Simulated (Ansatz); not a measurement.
Abridged output of a molecular run in Ansatz:

```
Functional definition: HF
1056 factors; integrals over basis functions are off by at most 8.9e-4 eV
mean field evaluation 1: about -210643.8748 eV, gradient 2.0e1 eV
mean field evaluation 2: about -210643.9330 eV, gradient 2.0e1 eV
mean field evaluation 4: about -210645.3192 eV, gradient 2.0e0 eV
mean field evaluation 8: about -210645.3470 eV, gradient 1.2e-1 eV
mean field -210645.34711787 eV, -7741.0737260372 hartree, gradient 9.3e-7 eV, S^2 0.000000; 0 other end points of the search recorded, 0 dependent functions left out
28 core orbitals not correlated: weight in the atoms' cores, before any rotation towards them, 1.000 or more for the frozen orbitals, at most 0.000 for the correlated occupied ones
reference -210645.34711787 eV, -7741.0737260372 hartree; 27, 27 occupied and 55, 55 virtual orbitals, 1056 factors
second order -21.09220648 eV of doubles, -0.00000000 eV of singles
cycle   1  -20.69971858 eV  change    3.9e-1 eV  update   9.4e-2
cycle   2  -21.11579523 eV  change   -4.2e-1 eV  update   2.6e-2
cycle   3  -21.18398653 eV  change   -6.8e-2 eV  update   1.4e-2
cycle   4  -21.16221798 eV  change    2.2e-2 eV  update   4.1e-3
cycle   5  -21.16420057 eV  change   -2.0e-3 eV  update   1.6e-3
cycle   6  -21.16378980 eV  change    4.1e-4 eV  update   2.8e-4
cycle   7  -21.16366986 eV  change    1.2e-4 eV  update   6.7e-5
cycle   8  -21.16369462 eV  change   -2.5e-5 eV  update   1.7e-5
perturbative correction -0.55985875 eV, -0.0205744296 hartree
Total energy: -210667.07067123 eV, -7741.8720518987 hartree
```

Its atoms:

```xyz
4

Br   -0.082   -1.894    0.044
B     0.000    0.000    0.000
Br    0.718    0.883   -1.517
Br   -0.636    1.011    1.473
```

**Question.** Which basis set was used?
A. def2-SVP
B. cc-pV(Q+d)Z
C. def2-QZVPP
D. def2-TZVPPD

**Answer.** A. It gives 110 functions.

**Question.** Write the keys of the input that set method, charge and spin (a neutral closed shell needs none for the last two).

**Answer.** 
```yaml
correlation: {method: ccsd_t}
```
